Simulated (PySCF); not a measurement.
Correlation energy of Cl (chlorine, neutral)

[Ne] 3s2 3p5, 2P determinant. Calculation: PySCF 2.14, in aug-cc-pV(D+d)Z (5s4p3d, 32 functions); the non-relativistic Hamiltonian (point nucleus). Frozen: [Ne]; 7 electrons correlated.

MP2 pair energies summed by pair of shells (mhartree):

```
 pair  energy  share (%)
3p-3p  -82.60       67.3
3s-3p  -32.89       26.8
3s-3s   -7.25        5.9
```

Total MP2 correlation energy: -122.75 mhartree.

Same-spin part -31.04 and opposite-spin part -91.71 mhartree; SCS-MP2 scales them by 1/3 and 6/5 to -120.39 mhartree.

```tsv
level	correlation energy (mhartree)
CCSD	-142.36
(T)	-2.66
CCSD(T)	-145.02
```

Diagnostics: T1 = 0.0070, D1 = 0.0228, largest double amplitude 0.045.

Cost of the coupled-cluster step: 0.28 s of wall time on 1 thread of Neoverse-V2 (shared host), for 7 correlated electrons.
